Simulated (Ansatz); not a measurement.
Reaction (formal exchange of groups at a B–C bond): `C=[C]([AlH2])BO` + `FC[SiH3]` → `OBC(F)[SiH3]` + `C=[CH][AlH2]`

Calculated with Ansatz (gas phase, PBE0-D4/def2-TZVP geometries, no zero-point term in ΔE). CBS: MP2 limit from def2 TZ/QZ plus the TZ coupled-cluster correction, frozen cores. Each species was taken in one conformer, which may not be the lowest.

```
          species  HF/CBS(def2) energy (Eh)
`C=[C]([AlH2])BO`                -420.81036
       `FC[SiH3]`                -429.21961
   `OBC(F)[SiH3]`                -529.45208
   `C=[CH][AlH2]`                -320.57574
```

Question: Work out ΔE.

Answer: ΔE = (-529.45208) + (-320.57574) − (-420.81036) − (-429.21961) = 0.00215 Eh = +0.06 eV. CCSD(T)/CBS gives +0.06 eV.

Largest T1 diagnostic among the species: 0.013.
